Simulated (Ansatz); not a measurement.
The same ligand exchange along the group F, Cl, Br.

Program: Ansatz. Geometries: PBE0-D4/def2-TZVP. ΔE: electronic, gas phase. CBS: MP2 limit from def2 TZ/QZ plus the TZ coupled-cluster correction, frozen cores. This one scheme is used for every species. DFT in def2-TZVPP. B3LYP here is the variant with VWN-RPA as its local correlation; programs differ in this. For Br outer-core shells are correlated without core-valence functions, which leaves a few kJ/mol of doubt a bond. Scalar relativity is left out up to krypton. Each species was taken in one conformer, which may not be the lowest.

```
                                    reaction  HF/CBS(def2) (kcal/mol)  B3LYP-D4 (kcal/mol)
   `OB(F)F` + silanol → `OB(F)O[SiH3]` + H–F                      3.8                  2.5
`OB(Cl)Cl` + silanol → `OB(Cl)O[SiH3]` + HCl                    -16.0                -13.2
`OB(Br)Br` + silanol → `OB(Br)O[SiH3]` + HBr                    -19.3                -16.6
```

Q: Give the CCSD(T)/CBS values in the same order. (Best estimate.)

A: Computed: 1.5, -12.7, -15.1 kcal/mol.

Largest T1 diagnostic: 0.012, for `OB(F)O[SiH3]`.
